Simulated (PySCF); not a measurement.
## `C(=C/C=N\C)(/C)OC`, C$_{6}$H$_{11}$NO

Geometry (Å), atoms numbered from 1 in this order:
```xyz
19

C     2.6935    1.4622    0.0776
N     2.6183    0.0274    0.1366
C     1.5070   -0.5828    0.1629
C     0.1734   -0.0270    0.1367
C    -0.9430   -0.7731    0.2096
C    -0.9597   -2.2681    0.3328
O    -2.2093   -0.2870    0.1849
C    -2.4109    1.0994    0.0507
H     3.7490    1.7344    0.0947
H     2.2471    1.8551   -0.8413
H     2.1956    1.9365    0.9294
H     1.5875   -1.6635    0.2097
H     0.1042    1.0466    0.0546
H    -1.9929   -2.6010    0.3812
H    -0.4776   -2.7301   -0.5262
H    -0.4399   -2.5870    1.2335
H    -3.4897    1.2436    0.0344
H    -1.9791    1.4748   -0.8819
H    -1.9833    1.6488    0.8949
```

The calculation used PySCF 2.14.0, GIAO revPBE/6-31++G** magnetisability, rotational g tensor and spin-rotation constants, non-relativistic, gas phase. Geometry: GFN2-xTB.

(1) Give the nuclear spin-rotation constants along the inertial axes (H = +C I·J) beside the isotropic shieldings.

## Answers

(1) Rotational constants 3.4425, 1.1254, 0.8621 GHz. A star marks the isotopologue with that one atom substituted, in its own axes.
```
atom  isotope  Caa (kHz)  Cbb (kHz)  Ccc (kHz)  mean (kHz)  σ (ppm)
  N2      14N      0.785      0.274      0.016       0.358    -45.2
  H9       1H      0.235     -0.119     -0.085       0.010     27.6
 H10       1H     -0.301     -0.074     -0.007      -0.127     28.7
 H11       1H     -0.282     -0.080     -0.007      -0.123     28.7
 H12       1H     -0.278      0.126     -0.082      -0.078     23.4
 H13       1H     -0.315      0.101     -0.109      -0.108     26.6
 H14       1H      0.110     -0.116     -0.105      -0.037     30.2
 H15       1H     -0.322     -0.079     -0.014      -0.139     29.4
 H16       1H     -0.310     -0.080     -0.017      -0.136     29.4
 H17       1H      0.158     -0.105     -0.091      -0.012     27.7
 H18       1H     -0.236     -0.101     -0.003      -0.113     28.2
 H19       1H     -0.232     -0.097     -0.006      -0.112     28.2
  C1     13C*      0.623      0.146      0.148       0.305    155.4
  C3     13C*      1.150      0.525      0.155       0.610     47.2
  C4     13C*      0.973      0.360      0.082       0.471    110.2
  C5     13C*      1.302      0.504      0.176       0.661     35.4
  C6     13C*      0.470      0.131      0.122       0.241    174.7
  O7     17O*     -0.578     -0.269     -0.080      -0.309    191.6
  C8     13C*      0.763      0.141      0.171       0.358    140.2
```
For the geometry as given, no vibrational averaging.
